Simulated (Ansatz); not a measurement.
```xyz
8

C    -0.304    1.005   -0.485
O    -0.100    0.207    0.668
B     0.313   -1.057    0.680
Cl    0.480   -1.855    2.232
Cl    0.698   -1.961   -0.784
H     0.164    1.973   -0.308
H     0.125    0.542   -1.375
H    -1.377    1.146   -0.627
```

The species carries charge 0 and has multiplicity 1.

Q: List the PBE/def2-TZVPP orbital energies in eV (Ansatz 0.2.0). (Best estimate.)

A: Ansatz gave: Occupied: -2739.22, -2739.05, -511.55, -270.71, -249.81, -249.64, -190.50, -190.36, -190.33, -190.31, -190.18, -190.14, -179.77, -26.78, -21.30, -20.54, -17.95, -13.68, -12.07, -11.85, -11.75, -10.07, -9.41, -8.33, -8.27, -7.99, -7.71, -7.45. Lowest empty: -1.21, 0.16, 0.83, 1.13, 1.93, 2.15, 2.27, 2.66.
